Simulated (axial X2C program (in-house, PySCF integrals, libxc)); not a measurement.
**Working with the constants of AlI⁻**

A bond curve at the CCSD(T) level, 2c, was computed with an in-house relativistic program for diatomic molecules (basis I dyall-acv3z [12s13p9d5f1g], Al dyall-av3z [9s9p3d2f] (cores contracted in-house)) for the state Ω = 1/2 (⟨Sz⟩ = -0.50, ⟨Lz⟩ = 1.00 at HF). Its fit gives Re = 2.7876 Å, ωe = 199.4 cm⁻¹, ωexe = 1.28 cm⁻¹ and αe = 7.992e-04 cm⁻¹; the masses are 126.9045 and 26.9815 u. Two-component means X2C with spin–orbit coupling and atomic mean-field Coulomb and Gaunt terms.

Correlated methods: 11 electrons correlated (number of frozen shells: I 4 s, 3 p, 2 d; Al 2 s, 1 p), 281 virtual spin orbitals or spinors in MP2, 90 natural virtuals in coupled cluster.

Question: Find the reduced mass, Be and the force constant.

Answer: From the CCSD(T) values: μ = 22.2507 u. Be = 16.8576/(μ Re²) = 0.0975 cm⁻¹. k = 5.8918×10⁻⁷ μ ωe² = 0.521 mdyn/Å.

Question: A Morse curve ties αe to the other constants (Pekeris). How well does that hold?

Answer: αe(Morse) = 6Be²/ωe × (√(ωexe/Be) − 1) = 7.504e-04 cm⁻¹; the CCSD(T) curve gives 7.992e-04 cm⁻¹, a ratio of 0.94.

Question: Estimate the centrifugal constant by the Kratzer relation.

Answer: D = 4Be³/ωe² = 9.32e-08 cm⁻¹.

Question: Estimate De from a Morse curve and compare with the computed well depth of 1.138 eV to I- + Al.

Answer: De(Morse) = ωe²/(4ωexe) = 0.963 eV against 1.138 eV computed, a ratio of 0.85. The extrapolation falls short: long-range attraction (ionic or ion–induced dipole) or a change of character along the curve can cause this.

Question: Where do the fundamental and the first overtone lie?

Answer: ν(1←0) = ωe − 2ωexe = 196.8 cm⁻¹; ν(2←0) = 2ωe − 6ωexe = 391.1 cm⁻¹.

Occupations by symmetry block were frozen at the best pattern of an incomplete PBE0 search. De is counted from the lowest determinant-based energies of the atoms at the same level, without counterpoise correction. Coupled cluster ran in a truncated set of natural virtual spinors; the MP2 energy of the rest was added. (T) has no such correction and the atoms are truncated less, which lowers De at CCSD(T) by a hundredth of an eV or more. In 2c an atomic determinant is not the ground J level, so De misses part of the atomic spin–orbit lowering. This holds for CCSD(T).
